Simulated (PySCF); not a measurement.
Species: C4H9O4P.
SMILES with atom numbers: `[CH3:1][CH2:2][O:3][P:4]1(=[O:5])[O:6][CH2:7][CH2:8][O:9]1` (hydrogens: H10, H11, H12 on C1; H13, H14 on C2; H15, H16 on C7; H17, H18 on C8)

All values: PBE0/pcSseg-1 and PBE0/def2-SVPD (PySCF, non-relativistic), on one gas-phase PBE0-D3(BJ)/def2-SVP geometry that isn't relaxed in the solvent. The solvent is an IEF-PCM continuum (cavity from Bondi-type radii × 1.2). The model holds no explicit solvent molecules, cavitation or dispersion.

Gas phase at PBE0/pcSseg-1: HOMO -8.26 eV, LUMO 1.11 eV, dipole 3.68 D.

Question: What does the continuum do to the energy, the frontier levels and the dipole at PBE0/pcSseg-1 in benzene and tetrahydrofuran?

Answer: 
| solvent | ε | E(solvent) − E(gas) (kcal/mol) | polarisation term (kcal/mol) | distortion of the solute (kcal/mol) | HOMO (eV) | LUMO (eV) | dipole (D) |
| --- | --- | --- | --- | --- | --- | --- | --- |
| benzene | 2.271 | -4.73 | -5.05 | 0.32 | -8.28 | 1.11 | 4.12 |
| tetrahydrofuran | 7.426 | -8.51 | -9.60 | 1.09 | -8.31 | 1.08 | 4.50 |

Polarisation term: ½ Σ q·V over the induced surface charges. Distortion: the rise of the solute's own energy as its density leaves the gas-phase optimum. From benzene to tetrahydrofuran the lowering changes by a factor 1.80, Onsager's factor (ε − 1)/(2ε + 1) by 1.77 and ε itself by 3.3.

Question: Which radius a makes the point-dipole formula ΔE = −[(ε − 1)/(2ε + 1)]·μ²/a³ give the value in tetrahydrofuran, with the gas-phase dipole?

Answer: μ = 1.448 au and |ΔE| = 0.01356 Eh give a = 2.10 Å; the farthest nucleus lies 3.95 Å from the centroid of the nuclei, so such a sphere wouldn't even hold the nuclei. The formula assumes a rigid point dipole at the centre of a sphere.

Question: Which Hirshfeld charges (PBE0/pcSseg-1) respond most in benzene (means over atoms taken as equivalent)?

Answer: 
```csv
atoms,environment,gas (e),solvent (e),change
O5,phosphoryl oxygen,-0.373,-0.391,-0.018
O6/O9,oxygen bonded to C and P,-0.181,-0.186,-0.005
H16/H18,methylene hydrogen,+0.053,+0.058,+0.005
H15/H17,methylene hydrogen,+0.056,+0.060,+0.004
C7/C8,sp3 carbon bound to oxygen,+0.009,+0.011,+0.002
H13/H14,methylene hydrogen,+0.046,+0.048,+0.002
O3,oxygen bonded to C and P,-0.174,-0.176,-0.002
P4,phosphoryl phosphorus,+0.549,+0.548,-0.001
H10/H11/H12,methyl hydrogen,+0.045,+0.046,+0.001
C2,sp3 carbon bound to oxygen,+0.016,+0.017,+0.001
C1,methyl carbon,-0.120,-0.120,0.000
```

Question: Which Mayer bond orders change most in benzene?

Answer: 
```tsv
bond	length (Å)	gas	solvent	change
P4–O5	1.471	1.908	1.882	-0.026
O6–C7	1.418	0.869	0.855	-0.014
C8–O9	1.418	0.873	0.860	-0.013
P4–O6	1.623	0.971	0.980	+0.009
O9–P4	1.623	0.981	0.989	+0.008
C2–O3	1.433	0.818	0.811	-0.007
O3–P4	1.600	1.042	1.048	+0.006
C7–C8	1.529	1.038	1.041	+0.003
```

Question: How do the nuclear quadrupole coupling constants eQVzz/h respond in benzene?

Answer: 
| nucleus | Q (barn) | gas (MHz) | solvent (MHz) | η gas | η solvent |
| --- | --- | --- | --- | --- | --- |
| 17O at O3 | -0.0256 | -10.36 | -10.27 | 0.61 | 0.62 |
| 17O at O5 | -0.0256 | -5.15 | -5.15 | 0.28 | 0.28 |
| 17O at O6 | -0.0256 | -10.46 | -10.34 | 0.77 | 0.77 |
| 17O at O9 | -0.0256 | -10.32 | -10.19 | 0.78 | 0.79 |

Gas phase at PBE0/def2-SVPD: HOMO -8.36 eV, LUMO 0.42 eV, dipole 3.71 D.

Question: What does the continuum do to the energy, the frontier levels and the dipole at PBE0/def2-SVPD in benzene?

Answer: 
```
solvent      ε  E(solvent) − E(gas) (kcal/mol)  polarisation term (kcal/mol)  distortion of the solute (kcal/mol)  HOMO (eV)  LUMO (eV)  dipole (D)
benzene  2.271                           -4.45                         -4.81                                 0.36      -8.37       0.42        4.21
```

The atom shares or the degeneracy of the LUMO differ from the gas phase in benzene, so that column needn't follow one orbital.

Question: How does the static polarisability (PBE0/def2-SVPD, frozen core, with the continuum's full static response) change?

Answer: 
```json
{"medium": "gas", "isotropic (au)": "80.4", "principal values (au)": "71.3, 73.0, 96.8", "⟨r²⟩ of the electrons (bohr²)": "1387.4"}
{"medium": "benzene", "isotropic (au)": "89.9", "principal values (au)": "80.6, 82.9, 106.2", "⟨r²⟩ of the electrons (bohr²)": "1386.3"}
```

The isotropic value in benzene is 1.12 times the gas-phase one; no cavity-field correction is applied. ⟨r²⟩ is taken about the centre of nuclear charge.
